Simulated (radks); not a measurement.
Results of a calculation; reference values are marked as such.
Question: Radial electron density D(r) = 4 pi r^2 rho(r) of an atom or ion with 1 electrons. Level of theory: non-relativistic Kohn-Sham, SCAN, spin-unpolarised, spherical densities, point nucleus; meta-GGA in the generalised Kohn-Sham scheme (a radial shooting solver on a logarithmic mesh with Libxc functionals).

r (bohr),D(r) (e/bohr)
0.02349,0.1103
0.02846,0.1541
0.03421,0.2102
0.04146,0.2871
0.04983,0.3814
0.06038,0.5039
0.07316,0.6511
0.08794,0.8116
0.1066,0.9898
0.1281,1.155
0.1552,1.296
0.188,1.378
0.226,1.377
0.2739,1.284
0.3292,1.119
0.3989,0.9097
0.4833,0.7175
0.5809,0.5901
0.7039,0.5213
0.8461,0.4851
1.025,0.4318
1.232,0.3419
1.493,0.2212
1.809,0.1113
2.175,0.04326
2.635,0.01124
3.167,0.002043
3.838,0.0002056

What is the nuclear charge?

Answer: Z = 5. The innermost maximum, from 1s, lies near 1/Z = 0.2 bohr (found: 0.205), and its height grows with Z. The density is that of the boron ion B4+ in 1s0.5 2p0.5; the configuration itself is not fixed sharply by these data. D(r) has 1 maximum, at r = 0.205 bohr.
